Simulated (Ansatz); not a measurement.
Coupled-cluster diagnostics for the cluster Ta₂O₂⁺ (the lowest doublet isomer of a short search), Ansatz.

Geometry of the doublet (PBE0-D4/def2-TZVP):

```csv
atom,x (Å),y (Å),z (Å)
Ta1,-0.939,0.286,-0.734
Ta2,1.199,-0.048,0.246
O3,-0.198,1.123,0.814
O4,-0.063,-1.361,-0.327
```

In the def2 sets Ta takes a core potential; there is no spin–orbit coupling. Correlated methods freeze 2 core orbitals; core or outer-core shells of Ta are correlated, in sets that lack core-valence functions. In CCSD on the charge 1 doublet the largest single amplitude is 0.26, so its Hartree–Fock determinant may place the open shell otherwise than the density functionals do. The structure comes from a short search, and lower isomers may exist.

Geometry of the charge 1 quartet (PBE0-D4/def2-TZVP):

```csv
atom,x (Å),y (Å),z (Å)
Ta1,-0.4384,-0.6739,-0.8907
Ta2,0.7367,0.5757,0.7521
O3,-0.1710,1.2394,-0.8204
O4,-0.1274,-1.1412,0.9591
```

(1) Estimate the CCSD(T) correlation energy, the shares of MP2 and (T), T1 and the reference's ⟨S²⟩ for: charge 1, doublet, own geometry in def2-TZVP; charge 1, quartet, own geometry in def2-TZVP; and the rough time on 4 threads of AMD EPYC 7B13 on a shared host.

Answers

(1) 
```csv
state,basis,correlation (eV),MP2 share (%),(T) share (%),T1,⟨S²⟩ (pure),wall time,remarks
"charge 1, doublet, own geometry",def2-TZVP,-31.054,96.0,6.0,0.078,1.74 (0.75),2.2 min,"large T1 (0.078), spin-contaminated (⟨S²⟩ 1.74)"
"charge 1, quartet, own geometry",def2-TZVP,-30.200,96.7,5.6,0.063,4.25 (3.75),2.4 min,"large T1 (0.063), spin-contaminated (⟨S²⟩ 4.25)"
```
Customary marks for T1 are 0.02 (closed shells), 0.045 (open shells) and about 0.05 (3d metals). T1 exceeds 0.02 in 2 of 2 rows and 0.045 in 2; the higher it lies, the less the single-reference result can be trusted.
